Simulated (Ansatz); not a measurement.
Start from `[CH3][SnH2][B](N)F` and change one atom or group to get `NB(F)[SiH2]Cl`.

Ansatz, PBE0-D4/def2-TZVP geometries, multiplicity 1. Each molecule was computed in one conformer, which needn't be the lowest.

Elements past krypton have def2 core potentials.

```json
{"property": "LUMO energy (PBE0/def2-TZVPP) / eV", "`[CH3][SnH2][B](N)F`": "-0.21"}
{"property": "HOMO energy (PBE0/def2-TZVPP) / eV", "`[CH3][SnH2][B](N)F`": "-7.59"}
{"property": "HOMO energy (ωB97M-V/def2-TZVPP) / eV", "`[CH3][SnH2][B](N)F`": "-9.72"}
{"property": "LUMO energy (ωB97M-V/def2-TZVPP) / eV", "`[CH3][SnH2][B](N)F`": "1.38"}
{"property": "size of the dipole moment (PBE/def2-TZVPP) / D", "`[CH3][SnH2][B](N)F`": "2.24"}
{"property": "HOMO–LUMO gap (PBE0/def2-TZVPP) / eV", "`[CH3][SnH2][B](N)F`": "7.38"}
```

Question: What does the change do to each property? (Estimate.)

Answer: Ansatz gave: 
| property | `NB(F)[SiH2]Cl` | shift |
| --- | --- | --- |
| LUMO energy (PBE0/def2-TZVPP) / eV | -0.40 | -0.19 |
| HOMO energy (PBE0/def2-TZVPP) / eV | -8.25 | -0.66 |
| HOMO energy (ωB97M-V/def2-TZVPP) / eV | -10.41 | -0.69 |
| LUMO energy (ωB97M-V/def2-TZVPP) / eV | 1.57 | 0.19 |
| size of the dipole moment (PBE/def2-TZVPP) / D | 1.90 | -0.34 |
| HOMO–LUMO gap (PBE0/def2-TZVPP) / eV | 7.85 | 0.47 |

With PBE0 the HOMO falls by 0.66 eV and the LUMO falls by 0.19 eV, so the gap widens by about 0.47 eV. PBE moves the HOMO by -0.51 eV and ωB97M-V by -0.69 eV. Dipoles are sizes alone; their direction can turn.
